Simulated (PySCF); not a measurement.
Run record for `CCC/C=C(/F)[S-]`: PBE0/def2-SVPD, IEF-PCM acetonitrile, full TDDFT, 3 singlets.

Method: TDDFT PBE0/def2-SVPD, vertical, IEF-PCM acetonitrile (non-equilibrium linear response), core orbitals frozen in the response (PySCF 2.14.0, density-fitted response routines). Geometry: GFN2-xTB. The input is one job of a driver script: a line of settings, then coordinates in Å.

Command:
```bash
OMP_NUM_THREADS=1 python probes_run.py task.json out
```

Input:
```
{"job": {"kind": "uv", "xc": "PBE0", "basis": "def2-SVPD", "solvent": "acetonitrile", "nstates": 3, "ntriplets": 0, "tda": false}, "charge": -1, "multiplicity": 1}
C     -2.264284     0.029977    -0.034983
C     -0.847698     0.503337    -0.338632
C      0.192337    -0.165200     0.568446
C      1.578562     0.309776     0.278910
C      2.511029    -0.469134    -0.294786
F      3.743288     0.160807    -0.500959
S      2.410704    -2.079099    -0.779916
H     -2.987503     0.508044    -0.696051
H     -2.532585     0.264699     0.994783
H     -2.335387    -1.047587    -0.168130
H     -0.791345     1.589844    -0.216049
H     -0.599403     0.273093    -1.376580
H      0.166392    -1.245288     0.408679
H     -0.071372     0.036478     1.616018
H      1.822851     1.338241     0.517338
```

Output:
```
coarse grid: 13104 points
cycle   1  E = -692.5548508170  dE =  4.995e-01  |g| = 5.729e-01  |ddm| = 5.978e+00
cycle   2  E = -692.5352253373  dE =  1.963e-02  |g| = 6.989e-01  |ddm| = 2.716e+00
cycle   3  E = -692.6387807468  dE = -1.036e-01  |g| = 9.683e-02  |ddm| = 9.487e-01
cycle   4  E = -692.6410996484  dE = -2.319e-03  |g| = 2.903e-02  |ddm| = 3.426e-01
cycle   5  E = -692.6413066879  dE = -2.070e-04  |g| = 8.045e-03  |ddm| = 1.071e-01
cycle   6  E = -692.6413200360  dE = -1.335e-05  |g| = 3.037e-03  |ddm| = 1.643e-02
cycle   7  E = -692.6413220293  dE = -1.993e-06  |g| = 6.635e-04  |ddm| = 5.880e-03
final grid: 122368 points
cycle   8  E = -692.7200279527  dE = -3.674e-05  |g| = 9.825e-03  |ddm| = 1.554e-01
cycle   9  E = -692.7200102399  dE =  1.771e-05  |g| = 1.315e-02  |ddm| = 3.841e-02
cycle  10  E = -692.7200518619  dE = -4.162e-05  |g| = 1.345e-03  |ddm| = 2.091e-02
cycle  11  E = -692.7200522351  dE = -3.732e-07  |g| = 2.359e-04  |ddm| = 1.949e-03
cycle  12  E = -692.7200522466  dE = -1.148e-08  |g| = 8.483e-05  |ddm| = 8.521e-04
cycle  13  E = -692.7200522483  dE = -1.715e-09  |g| = 3.108e-05  |ddm| = 3.136e-04
cycle  14  E = -692.7200522485  dE = -2.485e-10  |g| = 6.638e-06  |ddm| = 7.224e-05
converged SCF energy = -692.7200522485

Static polarisability (au): isotropic 139.885, principal 115.219 130.329 174.107

Singlet excitations
state   eV       nm        f      main configurations
  1   4.8150    257.5   0.04557   H->L 0.52, H->L+1 0.41
  2   5.0016    247.9   0.28735   H->L+1 0.51, H->L 0.43
  3   5.3242    232.9   0.01072   H->L+3 0.49, H->L+2 0.37
```

The SCF starts on a coarse grid where the log names one; the energy can jump when the final grid takes over, and dE then counts from the start density on the new grid. H and L stand for HOMO and LUMO; the number after each pair is its weight.

Task: Give the mean polarisability as a volume in Å³, and the ratio of the largest to the smallest principal value.

Result: 139.885 au × 0.148185 = 20.73 Å³; 174.107/115.219 = 1.51.

Task: Which computed singlet has the largest oscillator strength, and what do all of them sum to?

Result: State 2 at 5.00 eV (248 nm), f = 0.287; the 3 states sum to 0.344.

In short: SCF converged in 14 cycles with 214 basis and 778 fitting functions; HOMO -5.01 eV, LUMO 0.89 eV; lowest singlet 4.82 eV; mean polarisability 139.9 au.

Geometry: GFN2-xTB, one conformer.

Task: Estimate the wall time. Hardware: an Arm Neoverse N1 with one thread, no GPU (shared host). And the peak memory of the process?

Result: About 53 s, with 1.0 GiB resident at the peak, the Python interpreter and its libraries included.

The values belong to the conformer `[CH3:1][CH2:2][CH2:3]/[CH:4]=[C:5](/[F:6])[S-:7]`: C1–C2–C3–C4 -179°, C2–C3–C4–C5 -110°.
